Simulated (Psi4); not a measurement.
C$_{4}$H$_{3}$O, doublet, at a GFN2-xTB geometry, with bond 8-5 at 1.6 times its length; PBE/STO-3G run with Psi4.

Input for Psi4:
```
memory 2 GB

molecule mol {
0 2
  O     0.003210    0.037124    1.100777
  C    -0.004705    1.132784    0.306132
  C     0.006077   -1.038904    0.290733
  C    -0.006685    0.732466   -0.983357
  C     0.000199   -0.672687   -1.022982
  H    -0.008057    2.094604    0.774367
  H     0.012330   -2.003975    0.757835
  H     0.001044   -1.691712   -2.396718
}

set basis sto-3g
set reference uks
set scf_type cd

energy('pbe')
print_variables()
```

It wrote (shortened):

```
   => Loading Basis Set <=

    Name: STO-3G
    Role: ORBITAL
    Keyword: BASIS

         ---------------------------------------------------------
                                   SCF
               by Justin Turney, Rob Parrish, Andy Simmonett
                          and Daniel G. A. Smith
                              UKS Reference
         ---------------------------------------------------------

  ==> Geometry <==

    Molecular point group: c1
    Full point group: C1

    Geometry (in Angstrom), charge = 0, multiplicity = 2:

       Center              X                  Y                   Z               Mass
    ------------   -----------------  -----------------  -----------------  -----------------
         O            0.003279618479     0.024827499178     1.103434997844    15.994914619570
         C           -0.004635381521     1.120487499178     0.308789997844    12.000000000000
         C            0.006146618479    -1.051200500822     0.293390997844    12.000000000000
         C           -0.006615381521     0.720169499178    -0.980699002156    12.000000000000
         C            0.000268618479    -0.684983500822    -1.020324002156    12.000000000000
         H           -0.007987381521     2.082307499178     0.777024997844     1.007825032230
         H            0.012399618479    -2.016271500822     0.760492997844     1.007825032230
         H            0.001113618479    -1.704008500822    -2.394060002156     1.007825032230

  Running in c1 symmetry.

  Rotational constants: A =      0.35796  B =      0.29500  C =      0.16172 [cm^-1]
  Rotational constants: A =  10731.23879  B =   8843.81989  C =   4848.26864 [MHz]
  Nuclear repulsion =  151.402551907093965

  Charge       = 0
  Multiplicity = 2
  Electrons    = 35
  Nalpha       = 18
  Nbeta        = 17

  ==> Algorithm <==

  SCF Algorithm Type is CD.
  DIIS enabled.
  MOM disabled.
  Fractional occupation disabled.
  Guess Type is SAD.
  Energy threshold   = 1.00e-06
  Density threshold  = 1.00e-06
  Integral threshold = 1.00e-12

  ==> Primary Basis <==

  Basis Set: STO-3G
    Blend: STO-3G
    Number of shells: 18
    Number of basis functions: 28
    Number of Cartesian functions: 28
    Spherical Harmonics?: true
    Max angular momentum: 1

  ==> DFT Potential <==

   => LibXC <=

    Version 7.1.2
    S. Lehtola, C. Steigemann, M. J. T. Oliveira, and M. A. L. Marques,  SoftwareX 7, 1–5 (2018) (10.1016/j.softx.2017.11.002)

   => Composite Functional: PBE <=

    PBE GGA Exchange-Correlation Functional

    J.P. Perdew et. al., Phys. Rev. Lett., 77(18), 3865-3868, 1996

    Deriv               =              1
    GGA                 =           TRUE
    Meta                =          FALSE

    Exchange Hybrid     =          FALSE
    MP2 Hybrid          =          FALSE

   => Exchange Functionals <=

    1.0000     XC_GGA_X_PBE

   => Correlation Functionals <=

    1.0000     XC_GGA_C_PBE

   => LibXC Density Thresholds  <==

    XC_GGA_C_PBE:  1.00E-12
    XC_GGA_X_PBE:  1.00E-15

   => Molecular Quadrature <=

    Radial Scheme          =       TREUTLER
    Pruning Scheme         =           NONE
    Nuclear Scheme         =       TREUTLER

    Blocking Scheme        =         OCTREE
    BS radius alpha        =              1
    Pruning alpha          =              1
    Radial Points          =             75
    Spherical Points       =            302
    Total Points           =         169150
    Total Blocks           =           1323
    Max Points             =            256
    Max Functions          =             28
    Weights Tolerance      =       1.00E-15

  ==> Integral Setup <==

  ==> CDJK: Cholesky-decomposed J/K Matrices <==

    J tasked:                     Yes
    K tasked:                      No
    wK tasked:                     No
    Integrals threads:              1
    Algorithm:                   Core
    Integral Cache:              NONE
    Schwarz Cutoff:             1E-12
[...]

   -------------------------
    Irrep   Nso     Nmo
   -------------------------
     A         28      28
   -------------------------
    Total      28      28
   -------------------------

  ==> Iterations <==

                        Total Energy        Delta E     RMS |[F,P]|

   @UKS iter SAD:  -224.45579687187035   -2.24456e+02   0.00000e+00
   @UKS iter   1:  -225.97408552846434   -1.51829e+00   8.69032e-03 DIIS/ADIIS
   @UKS iter   2:  -225.79971379196652    1.74372e-01   2.01765e-02 DIIS/ADIIS
   @UKS iter   3:  -226.01238838459392   -2.12675e-01   2.01828e-03 DIIS/ADIIS
   @UKS iter   4:  -226.01221306514321    1.75319e-04   2.13155e-03 DIIS/ADIIS
   @UKS iter   5:  -226.01505668549282   -2.84362e-03   2.26830e-04 DIIS/ADIIS
   @UKS iter   6:  -226.01508071517395   -2.40297e-05   1.59304e-04 DIIS/ADIIS
   @UKS iter   7:  -226.01509624068947   -1.55255e-05   5.42920e-05 DIIS
   @UKS iter   8:  -226.01509908634233   -2.84565e-06   3.44271e-05 DIIS
   @UKS iter   9:  -226.01510030936757   -1.22303e-06   9.64186e-06 DIIS
   @UKS iter  10:  -226.01510045895640   -1.49589e-07   5.91463e-06 DIIS
   @UKS iter  11:  -226.01510050222117   -4.32648e-08   2.78000e-06 DIIS
   @UKS iter  12:  -226.01510052175675   -1.95356e-08   6.44579e-07 DIIS
  Energy and wave function converged.

  ==> Post-Iterations <==

   Electrons on quadrature grid:
      Nalpha   =   17.9999953384 ; deviation = -4.662e-06
      Nbeta    =   16.9999959907 ; deviation = -4.009e-06
      Ntotal   =   34.9999913292 ; deviation = -8.671e-06

   @Spin Contamination Metric:   6.761625057E-03
   @S^2 Expected:                7.500000000E-01
   @S^2 Observed:                7.567616251E-01
   @S   Expected:                5.000000000E-01
   @S   Observed:                5.000000000E-01

    Orbital Energies [Eh]
    ---------------------

    Alpha Occupied:

[...]
    Alpha Virtual:

[...]
      28A      0.706204

    Beta Occupied:

[...]
    Beta Virtual:

[...]
    Final Occupation by Irrep:
              A
    DOCC [    17 ]
    SOCC [     1 ]
    NA   [    18 ]
    NB   [    17 ]

  @UKS Final Energy:  -226.01510052175675

   => Energetics <=

    Nuclear Repulsion Energy =            151.4025519070939652
    One-Electron Energy =                -607.1505564322203554
    Two-Electron Energy =                 260.7839690764399734
    DFT Exchange-Correlation Energy =     -31.0510650730703617
    Empirical Dispersion Energy =           0.0000000000000000
    VV10 Nonlocal Energy =                  0.0000000000000000
    Total Energy =                       -226.0151005217567501

  UHF NO Occupations:
  HONO-2 :   16  A 1.9995474
  HONO-1 :   17  A 1.9975287
  HONO-0 :   18  A 1.0000000
  LUNO+0 :   19  A 0.0024713
  LUNO+1 :   20  A 0.0004526
  LUNO+2 :   21  A 0.0002336
  LUNO+3 :   22  A 0.0000930

Computation Completed

Properties will be evaluated at   0.000000,   0.000000,   0.000000 [a0]

Properties computed using the SCF density matrix

 Multipole Moments:

 ------------------------------------------------------------------------------------
     Multipole            Electronic (a.u.)      Nuclear  (a.u.)        Total (a.u.)
 ------------------------------------------------------------------------------------

 L = 1.  Multiply by 2.5417464519 to convert [e a0] to [Debye]
 Dipole X            :         -0.0043561            0.0051961            0.0008400
 Dipole Y            :          1.4218201           -1.5354299           -0.1136099
 Dipole Z            :          0.8865116           -0.7976800            0.0888316
 Magnitude           :                                                    0.1442184

 ------------------------------------------------------------------------------------

  Variable Map:
  ----------------------------------------------------------------------------
[...]
  Array Variable Map:
  ----------------------------------------------------------------------------
[...]
[...]
```
